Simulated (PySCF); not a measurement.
## Be²⁺ (beryllium, charge +2) across methods

1s2, closed-shell 1S. All numbers are calculated (PySCF 2.14, scalar relativity by spin-free X2C-1e, in x2c-TZVPPall with one added diffuse shell of s type (6s3p1d, 20 functions)).

```json
{"method": "PBE", "E (hartree)": "-13.6211", "mean ε 1s (eV)": "-132.15", "Σ⟨r²⟩ (bohr²)": "0.4718", "⟨S²⟩": "0.000"}
{"method": "r2SCANh", "E (hartree)": "-13.6591", "mean ε 1s (eV)": "-136.51", "Σ⟨r²⟩ (bohr²)": "0.4665", "⟨S²⟩": "0.000"}
{"method": "wB97M-V", "E (hartree)": "-13.6599", "mean ε 1s (eV)": "-140.73", "Σ⟨r²⟩ (bohr²)": "0.4665", "⟨S²⟩": "0.000"}
{"method": "LDA", "E (hartree)": "-13.4463", "mean ε 1s (eV)": "-130.70", "Σ⟨r²⟩ (bohr²)": "0.4787", "⟨S²⟩": "0.000"}
{"method": "PBE0", "E (hartree)": "-13.6305", "mean ε 1s (eV)": "-137.88", "Σ⟨r²⟩ (bohr²)": "0.4692", "⟨S²⟩": "0.000"}
{"method": "PW91", "E (hartree)": "-13.6355", "mean ε 1s (eV)": "-132.41", "Σ⟨r²⟩ (bohr²)": "0.4716", "⟨S²⟩": "0.000"}
{"method": "UHF", "E (hartree)": "-13.61342", "mean ε 1s (eV)": "-154.23", "Σ⟨r²⟩ (bohr²)": "0.4637", "⟨S²⟩": "0.000"}
{"method": "r2SCAN", "E (hartree)": "-13.6595", "mean ε 1s (eV)": "-134.48", "Σ⟨r²⟩ (bohr²)": "0.4669", "⟨S²⟩": "0.000"}
```

**Question.** Estimate the same row for BLYP.

**Answer.** E (hartree) = -13.6515; mean ε 1s (eV) = -132.57; Σ⟨r²⟩ (bohr²) = 0.4720; ⟨S²⟩ = 0.000.
